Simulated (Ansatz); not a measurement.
Ideal-gas functions of `[AlH2]/[N]=C\[SeH]` at 600 K and 1 bar, from an Ansatz frequency run at PBE0-D4/def2-TZVP.

Molar mass 135.99 g/mol, point group Cs (symmetry number 1), electronic degeneracy 1, moments of inertia 27.062, 446.239, 465.366 u Å². Harmonic wavenumbers (cm⁻¹, unscaled): 71, 152, 213, 298, 322, 550, 576, 589, 701, 771, 843, 869, 1309, 1836, 1950, 1957, 2440, 3028.

Use S(trans) = R[1.5 ln M + 2.5 ln T − 1.1517]; rotational temperatures θ = 24.2544 K / I; S(rot) = R[ln(√π/σ · √(T³/θAθBθC)) + 1.5]; for each mode x = 1.438777 ν̃/T, S = R[x/(eˣ − 1) − ln(1 − e⁻ˣ)] and H = RT x/(eˣ − 1); 1 cm⁻¹ = 0.0119627 kJ/mol; R = 8.31446 J/(mol·K).

Question: By hand: the entropy, in J/(mol·K).

Answer: Translation 184.7. Rotation: θ = 0.8963, 0.0544, 0.0521 K, giving 121.9. Vibration, mode by mode: 23.04, 16.75, 13.99, 11.28, 10.67, 6.59, 6.26, 6.10, 4.91, 4.30, 3.75, 3.57, 1.55, 0.56, 0.44, 0.44, 0.16, 0.05, in all 114.4. Electronic 0.0. Sum 421.0 J/(mol·K).

Question: By hand: H − E and G − E in kJ/mol, counted from the electronic energy.

Answer: Zero-point energy ½ × 18475 × 0.0119627 = 110.5; thermal vibration 34.4; translation, rotation and pV give 4 RT = 20.0. H − E = 164.9 kJ/mol, and G − E = 164.9 − 600 × 421.0/1000 = -87.7 kJ/mol.

Vibration gives 27 % of the entropy, 23.0 J/(mol·K) of it from the mode under 150 cm⁻¹: soft modes count most, and the harmonic formula is weakest for them. The sum counts one conformer and one mirror image; others add a mixing term.
